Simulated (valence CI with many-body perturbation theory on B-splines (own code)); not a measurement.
Results of a calculation; reference values are marked as such.
## Run record, Lu⁴⁸⁺

The program does CI of the valence electrons with many-body perturbation theory for a frozen closed Dirac-Fock core.

Command, and the settings that its task file holds:

```sh
python run_cv.py task.json out
```

```
atom Lu  Z=71  mass_number=175  rms_radius_fm=5.3700
core [Ar] 3d1
valence 3d5
avg = 1
basis = S
breit = 1
cap = 10000
capref = 1200
cscale = 1
de = 0.0
dress = 0
eps = 2e-08
extrap = 1
h = 0.27
hh = 1
l2 = 3
lcore = 6
maxit = 60
n2 = 5
natural = 1
nlev = 21
nno = [3, 3, 3, 3, 1]
nroot = 26
nsp = [3, 3, 2, 2, 0]
pt2 = 1
qed = 1
rpa = 1
s1 = 1
s2 = 1
s3 = 1
screen = 1
tol = 2e-05
whole = 1
```

(1) What became of the run, and why?

Results:

(1) It gave no result: the perturbation theory needs a core of closed shells. The program said: "the core must hold closed shells only".
